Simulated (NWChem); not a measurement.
## Ionisation of OTe

```xyz
2

O      0.0000     0.0000     1.6038
Te     0.0000     0.0000    -0.2467
```
Charge 0, spin multiplicity 3.

All runs are NWChem calculations. Structure: optimised with UPBE0/def2-SVP with def2 effective core potentials on Te, a minimum by its harmonic frequencies.

Basis set: def2-TZVPD. −ε marks an orbital energy of the parent.

Effective core potentials replace the inner electrons of Te; spin-orbit coupling is left out. B3LYP has NWChem's definition, with VWN1-RPA local correlation. The structure started from a generated list of species. The unpaired electrons of the parent sit in orbitals of symmetry b1 and b2 (C2v labels of the run); other states weren't searched. The stability of the SCF solutions was not checked. Open-shell Hartree-Fock references start from PBE0 orbitals.

Problem. One of these methods gave a first vertical ionisation energy of 6.91 eV. Which?
(A) −ε(alpha HOMO) of B3LYP
(B) G0W0@PBE0
(C) G0W0@PBE
(D) −ε(alpha HOMO) of HF

Solution. A, −ε(alpha HOMO) of B3LYP. The others give 8.73 (G0W0@PBE), 9.17 (G0W0@PBE0), 10.44 (−ε(alpha HOMO) of HF).
